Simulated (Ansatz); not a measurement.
GaH3O2S, SMILES `[OH][Ga]([OH])[SH]`, charge 0, multiplicity 1.

(1) Give a relaxed structure at PBE0-D4/def2-TZVP (the Gaussian-basis code of Ansatz). (Best estimate.)

## Answers

(1) Computed: 
Z-matrix (Å, degrees):
```
Ga
O 1 1.775
S 1 2.185 2 119.2
O 1 1.779 2 116.7 3 -180.0
H 2 0.961 1 112.7 3 180.0
H 3 1.345 1 91.9 2 -0.0
H 4 0.959 1 114.9 2 180.0
```
Point group Cs.
